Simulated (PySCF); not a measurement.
PySCF input for NbF4Cl, SMILES [F][Nb]([F])([F])([Cl])[F], multiplicity 1, TDA-PBE/def2-SVPD. Geometry optimised at B3LYP-D3(BJ)/def2-SVP. The multiplicity is an assumed one; no other spin state was optimised. The structure was generated by enumeration; whether it is a known compound was not checked. The def2 effective core potentials stand for the cores of Nb; spin–orbit coupling is left out.

```python
import numpy as np
from pyscf import gto, scf, dft, tdscf

mol = gto.M(
    atom='''
    Nb   -0.00000000    0.00000000   -0.20741919
    F    -1.26180335   -1.26180335   -0.73387344
    F    -1.26180335    1.26180334   -0.73387344
    F     1.26180335   -1.26180334   -0.73387347
    F     1.26180334    1.26180336   -0.73387346
    Cl    0.00000001   -0.00000000    2.05433123
    ''',
    basis='def2-SVPD',
    ecp={'Nb': 'def2-svp'},
    charge=0,
    spin=0,
    symmetry=True,
    max_memory=1600,
    verbose=4,
)
mf = dft.RKS(mol, xc='pbe').density_fit(auxbasis='def2-universal-jkfit')
mf.grids.level = 3
mf.conv_tol = 1e-9
mf.max_cycle = 100
mf.kernel()
mf.grids = dft.Grids(mol).set(level=1).build(with_non0tab=True)  # coarser grid for the response kernel
td = tdscf.TDA(mf)
td.singlet = True
td.nstates = 10
td.conv_tol = 1e-4
td.positive_eig_threshold = 1e-6
td.kernel(x0=td.get_init_guess(mf, 15))
td.analyze()
tt = tdscf.TDA(mf)
tt.singlet = False
tt.nstates = 4
tt.conv_tol = 1e-4
tt.positive_eig_threshold = 1e-6
tt.kernel(x0=tt.get_init_guess(mf, 9))
tt.analyze(verbose=3)
```

Log of the run:

```
PySCF version 2.14.0

[INPUT] verbose = 4
[INPUT] num. atoms = 6
[INPUT] num. electrons = 66
[INPUT] charge = 0
[INPUT] spin (= nelec alpha-beta = 2S) = 0
[INPUT] symmetry True subgroup None
[INPUT] Mole.unit = angstrom
[INPUT] Symbol           X                Y                Z      unit          X                Y                Z       unit  Magmom
[INPUT]  1 Nb     0.000000000000   0.000000000000  -0.207419190000 AA    0.000000000000   0.000000000000  -0.391965462079 Bohr   0.0
[INPUT]  2 F     -1.261803350000  -1.261803350000  -0.733873440000 AA   -2.384462754559  -2.384462754559  -1.386819811692 Bohr   0.0
[INPUT]  3 F     -1.261803350000   1.261803340000  -0.733873440000 AA   -2.384462754559   2.384462735661  -1.386819811692 Bohr   0.0
[INPUT]  4 F      1.261803350000  -1.261803340000  -0.733873470000 AA    2.384462754559  -2.384462735661  -1.386819868384 Bohr   0.0
[INPUT]  5 F      1.261803340000   1.261803360000  -0.733873460000 AA    2.384462735661   2.384462773456  -1.386819849487 Bohr   0.0
[INPUT]  6 Cl     0.000000010000   0.000000000000   2.054331230000 AA    0.000000018897   0.000000000000   3.882123393841 Bohr   0.0

nuclear repulsion = 374.611003002879
point group symmetry = C4v, use subgroup C2v
symmetry origin: [ 1.60827753e-09  1.80931223e-09 -3.41758992e-09]
symmetry axis x: [ 1.00000000e+00 -1.59282630e-09  4.28688117e-09]
symmetry axis y: [ 1.59282631e-09  1.00000000e+00 -1.33540985e-09]
symmetry axis z: [-4.28688117e-09  1.33540985e-09  1.00000000e+00]
num. orbitals of irrep A1 = 51
num. orbitals of irrep A2 = 28
num. orbitals of irrep B1 = 37
num. orbitals of irrep B2 = 37
number of shells = 59
number of NR pGTOs = 237
number of NR cGTOs = 153
basis = def2-SVPD
ecp = {'Nb': 'def2-svp'}


******** <class 'pyscf.df.df_jk.DFSymAdaptedRKS'> ********
method = DFSymAdaptedRKS
initial guess = minao
damping factor = 0
level_shift factor = 0
DIIS = <class 'pyscf.scf.diis.CDIIS'>
diis_start_cycle = 1
diis_space = 8
diis_damp = 0
SCF conv_tol = 1e-09
SCF conv_tol_grad = None
SCF max_cycles = 100
direct_scf = False
XC library pyscf.dft.libxc version 7.1.2
    S. Lehtola, C. Steigemann, M. J. T. Oliveira, and M. A. L. Marques,  SoftwareX 7, 1–5 (2018)
XC functionals = pbe
    J. P. Perdew, K. Burke, and M. Ernzerhof,  Phys. Rev. Lett. 77, 3865 (1996)
    J. P. Perdew, K. Burke, and M. Ernzerhof,  Phys. Rev. Lett. 78, 1396 (1997)
    J. P. Perdew, K. Burke, and M. Ernzerhof,  Phys. Rev. Lett. 77, 3865 (1996)
    J. P. Perdew, K. Burke, and M. Ernzerhof,  Phys. Rev. Lett. 78, 1396 (1997)
radial grids:
    Treutler-Ahlrichs [JCP 102, 346 (1995); DOI:10.1063/1.469408] (M4) radial grids

becke partition: Becke, JCP 88, 2547 (1988); DOI:10.1063/1.454033
pruning grids: <function nwchem_prune>
grids dens level: 3
symmetrized grids: True
atomic radii adjust function: <function treutler_atomic_radii_adjust>
small_rho_cutoff = 0
Freeze 0 electrons in irreps []
    66 free electrons in irreps A1 A2 B1 B2
Set gradient conv threshold to 3.16228e-05
Initial guess from minao.
tot grids = 98368
init E= -908.971455599978
HOMO (B1) = -0.609508284962629  LUMO (A1) = -0.584786709995328  gap/eV = 0.67271
cycle= 1 E= -911.383762717079  delta_E= -2.41  |g|= 4.19  |ddm|= 5.82
HOMO (B1) = 0.0635118310596678  LUMO (B2) = 0.0635118310596807  gap/eV = 0.00000

WARN: B1 HOMO 0.0635118310596678 > system LUMO 0.0635118310596807


WARN: B2 LUMO 0.0635118310596807 < system HOMO 0.0635118310596678

cycle= 2 E= -821.447704684879  delta_E= 89.9  |g|= 14.6  |ddm|=  187
HOMO (B1) = -0.346697905256874  LUMO (A1) = -0.0375985827373029  gap/eV = 8.41102
cycle= 3 E= -913.04321670792  delta_E= -91.6  |g|= 3.43  |ddm|=  187
HOMO (A2) = -0.183738288664332  LUMO (B2) = -0.109085405459733  gap/eV = 2.03141
cycle= 4 E= -913.697518167703  delta_E= -0.654  |g|= 3.57  |ddm|= 5.11
HOMO (B2) = -0.3115235890088  LUMO (B1) = -0.105742837201484  gap/eV = 5.59958
cycle= 5 E= -915.877657694962  delta_E= -2.18  |g|= 0.406  |ddm|= 2.52
HOMO (A2) = -0.368107487264871  LUMO (B2) = -0.184554484017616  gap/eV = 4.99473
cycle= 6 E= -915.896985140815  delta_E= -0.0193  |g|= 0.287  |ddm|= 0.995
HOMO (B1) = -0.34413437538103  LUMO (A1) = -0.157637810964262  gap/eV = 5.07483
cycle= 7 E= -915.9182297368  delta_E= -0.0212  |g|= 0.0442  |ddm|= 0.41
HOMO (B1) = -0.348449339057593  LUMO (B1) = -0.155606119187672  gap/eV = 5.24753
cycle= 8 E= -915.91896123901  delta_E= -0.000732  |g|= 0.00562  |ddm|= 0.0607
HOMO (B1) = -0.349492194665552  LUMO (B2) = -0.15594241280222  gap/eV = 5.26676
cycle= 9 E= -915.918968680538  delta_E= -7.44e-06  |g|= 0.00295  |ddm|= 0.0101
HOMO (B2) = -0.349407901583877  LUMO (B2) = -0.155761995539486  gap/eV = 5.26937
cycle= 10 E= -915.918970751089  delta_E= -2.07e-06  |g|= 0.00058  |ddm|= 0.00407
HOMO (B1) = -0.349371323382954  LUMO (B1) = -0.155779154323807  gap/eV = 5.26791
cycle= 11 E= -915.918970835168  delta_E= -8.41e-08  |g|= 0.00012  |ddm|= 0.000779
HOMO (B1) = -0.349375223666314  LUMO (B2) = -0.155768805497826  gap/eV = 5.26830
cycle= 12 E= -915.918970839473  delta_E= -4.31e-09  |g|= 3.18e-05  |ddm|= 0.000149
HOMO (B1) = -0.349377214718999  LUMO (B2) = -0.155770645022032  gap/eV = 5.26830
cycle= 13 E= -915.918970839686  delta_E= -2.13e-10  |g|= 5.1e-06  |ddm|= 2.74e-05
HOMO (B2) = -0.349377736937836  LUMO (B1) = -0.155771171564191  gap/eV = 5.26830
Extra cycle  E= -915.918970839642  delta_E= 4.32e-11  |g|= 1.53e-05  |ddm|= 1.55e-05
converged SCF energy = -915.918970839642
tot grids = 35688
Overwritten attributes  positive_eig_threshold  of <class 'pyscf.tdscf.rks.TDA'>


******** <class 'pyscf.tdscf.rks.TDA'> for <class 'pyscf.df.df_jk.DFSymAdaptedRKS'> ********
nstates = 10 singlet
deg_eia_thresh = 1.000e-03
wfnsym = None
conv_tol = 0.0001
eigh lindep = 1e-12
eigh level_shift = 0
eigh max_cycle = 100


Excitation energies (eV)
[5.26915475 5.30124667 5.30124667 5.36945182 5.43399717 5.67445901
 5.67445901 6.18574983 6.19264248 6.19264249]

** Singlet excitation energies and oscillator strengths **
Excited State   1:   A2      5.26915 eV    235.30 nm  f=0.0000
      32 -> 35       -0.49998
      33 -> 34        0.49998
Excited State   2:   B2      5.30125 eV    233.88 nm  f=0.0011
      33 -> 36       -0.70477
Excited State   3:   B1      5.30125 eV    233.88 nm  f=0.0011
      32 -> 36       -0.70477
Excited State   4:   A1      5.36945 eV    230.91 nm  f=0.0000
      32 -> 34       -0.49965
      33 -> 35        0.49965
Excited State   5:   A2      5.43400 eV    228.16 nm  f=0.0000
      31 -> 36       -0.18738
      32 -> 35        0.48118
      33 -> 34        0.48118
Excited State   6:   B2      5.67446 eV    218.50 nm  f=0.0003
      31 -> 34       -0.70477
Excited State   7:   B1      5.67446 eV    218.50 nm  f=0.0003
      31 -> 35       -0.70477
Excited State   8:   A2      6.18575 eV    200.44 nm  f=0.0000
      28 -> 35       -0.27060
      29 -> 34       -0.27060
      30 -> 37        0.13550
      31 -> 36        0.54148
Excited State   9:   B1      6.19264 eV    200.21 nm  f=0.0000
      32 -> 37        0.69956
Excited State  10:  ???      6.19264 eV    200.21 nm  f=0.0000
      33 -> 37        0.69956

** Transition electric dipole moments (AU) **
state          X           Y           Z        Dip. S.      Osc.
  1        -0.0000     -0.0000      0.0000      0.0000      0.0000
  2        -0.0000      0.0922     -0.0000      0.0085      0.0011
  3        -0.0922     -0.0000     -0.0000      0.0085      0.0011
  4         0.0000      0.0000      0.0000      0.0000      0.0000
  5        -0.0000      0.0000      0.0000      0.0000      0.0000
  6         0.0000      0.0464      0.0000      0.0022      0.0003
  7        -0.0464      0.0000      0.0000      0.0022      0.0003
  8        -0.0000     -0.0000     -0.0000      0.0000      0.0000
  9        -0.0134     -0.0000     -0.0000      0.0002      0.0000
 10        -0.0000     -0.0134      0.0000      0.0002      0.0000

WARN: ECP detected. Skipping calculation of transition velocity and magnetic dipole moments, which have not yet been implemented.



******** <class 'pyscf.tdscf.rks.TDA'> for <class 'pyscf.df.df_jk.DFSymAdaptedRKS'> ********
nstates = 4 triplet
deg_eia_thresh = 1.000e-03
wfnsym = None
conv_tol = 0.0001
eigh lindep = 1e-12
eigh level_shift = 0
eigh max_cycle = 100


Excitation energies (eV)
[4.95249082 5.06413519 5.09378153 5.24420134]

** Triplet excitation energies and oscillator strengths **
Excited State   1:   A1      4.95249 eV    250.35 nm  f=0.0000
Excited State   2:   A2      5.06414 eV    244.83 nm  f=0.0000
Excited State   3:   A1      5.09378 eV    243.40 nm  f=0.0000
Excited State   4:   B2      5.24420 eV    236.42 nm  f=0.0000
```

The run converged.

Cost: roughly 90 core-seconds.
